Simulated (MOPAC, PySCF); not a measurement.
[Ti(Cl)3(F)], neutral singlet in the gas phase. 

Cartesian coordinates (Å):
```xyz
5

Ti    -0.0296    -0.0353    -0.0510
Cl    -1.7260     0.3400    -1.3663
Cl     0.2245     1.6395     1.3199
Cl     1.7771    -0.2882    -1.2424
F     -0.3213    -1.4805     0.8578
```
Charge 0, multiplicity 1.

All levels are single points at this geometry (TPSS-D3(BJ)/def2-SVP); Pople sets use spherical d functions. Orbital energies aren't observables, and empty levels follow the basis.

| level | HOMO (eV) | LUMO (eV) | gap (eV) | dipole (D) | vertical IE, Delta-SCF (eV) |
|---|---|---|---|---|---|
| PBE-D3(BJ)/def2-TZVP in PySCF | -8.28 | -4.56 | 3.71 | 0.19 | – |
| TPSSh-D3(BJ)/def2-TZVP in PySCF | -8.94 | -4.25 | 4.69 | 0.18 | – |
| B3LYP/3-21G in PySCF | -9.64 | -4.38 | 5.26 | 0.86 | – |
| B3LYP/6-311+G** (LANL2DZ on Ti) in PySCF | -9.56 | -4.47 | 5.08 | 0.27 | – |
| B3LYP/6-31G* (LANL2DZ on Ti) in PySCF | -9.48 | -4.34 | 5.14 | 0.13 | 11.67 |
| M06-2X/6-31G* (LANL2DZ on Ti) in PySCF | -11.08 | -3.52 | 7.56 | 0.07 | – |
| SVWN5/6-31G* (LANL2DZ on Ti) in PySCF | -8.53 | -4.94 | 3.59 | 0.15 | 11.45 |
| HF/3-21G in PySCF | -13.38 | -1.13 | 12.24 | 0.80 | – |
| PM6 in MOPAC | -11.73 | -2.98 | 8.75 | 0.66 | – |
